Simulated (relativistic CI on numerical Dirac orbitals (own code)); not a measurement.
## Re³⁺: 4f photoemission

Computed with this model: Dirac-Coulomb-Breit CI, separate exchange-only KLI orbitals for each configuration, model QED, valence Slater integrals scaled by 0.9, multiplet model of photoemission in the sudden approximation; configurations [Xe] 4f14 5d4 → [Xe] 4f13 5d4; 300 K; Lorentzian 0.25 eV and Gaussian 0.5 eV FWHM. Energies are those of the free ion, without screening or charge transfer. The energies are binding energies and can lie tens of eV above those of solids. S is read from ⟨S²⟩ = S(S + 1).

Field parameters in Wybourne normalisation: D3d B²₀ = −7Dσ, B⁴₀ = −14Dq − 21Dτ, B⁴₃ = −14√(10/7) Dq. The field is a parameter set, without covalency.

free ion: ground-state S = 1.83, centroid 81.18 eV. Peaks (eV, height): 79.7 (100), 81.1 (22), 81.8 (21), 83.0 (41).

D3d, 10Dq = 18650, Dσ = -1200, Dτ = 100 cm⁻¹: ground-state S = 1.26, centroid 81.34 eV. Peaks (eV, height): 79.9 (100), 81.2 (23), 82.8 (48).

Strongest unbroadened transitions for D3d, 10Dq = 18650, Dσ = -1200, Dτ = 100 cm⁻¹:

```tsv
Energy (eV)	Relative strength
79.73	100.0
79.85	95.5
79.89	91.6
79.93	87.7
80.76	10.0
81.26	7.5
82.51	12.6
82.53	19.8
82.69	17.3
82.71	6.4
82.75	18.6
82.78	6.0
82.85	8.4
82.88	13.6
82.93	9.7
83.02	6.1
83.33	6.3
83.53	6.9
```
